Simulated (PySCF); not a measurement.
Harmonic spectrum computed at PBE0 in the def2-TZVP basis family (core potentials from Rb on, PySCF, no spin–orbit coupling):

```csv
symmetry,ω (cm⁻¹),IR (km/mol)
a',506,116
a',959,158
a',1744,185
```

Task: Which molecule gave it? In each, all ligands are bound to the one heavy central atom.
A. HCoO (quintet)
B. HCrO (quartet)
C. HRuO (quartet)
D. HMoO (quartet)

Result: B. It has Cs symmetry with Cr–H 1.645 Å, Cr–O 1.575 Å.
